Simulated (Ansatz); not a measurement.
Basis-set extrapolation for C₃H₉AlO (`CO[CH2][AlH][CH3]`) (PBE0-D4/def2-TZVP geometry, frozen core, the Gaussian-basis code of Ansatz). Multiplicity 1, RHF reference.

```tsv
	def2-TZVPP	def2-QZVPP
HF	-435.675265	-435.691764
MP2 correlation	-0.849153	-0.907575
CCSD(T) correlation	-0.934564	not run
```

Energies in hartree. Use E(X) = E(∞) + A·exp(−7.88·√X) for Hartree–Fock and E(X) = E(∞) + B·X^(−2.97) for correlation, with X = 3 and 4, and add CCSD(T) minus MP2 of the smaller set to the MP2 limit.

Task: What is the CCSD(T) energy at the basis-set limit?

Result: HF limit: -435.691764 + (-0.016499) × 0.13774 = -435.69404. MP2 limit: -0.907575 + (-0.058422) × 0.74074 = -0.95085. Higher-order term: -0.934564 − (-0.849153) = -0.08541. Total: -436.73030 hartree, 316.3 kJ/mol below CCSD(T)/def2-TZVPP.
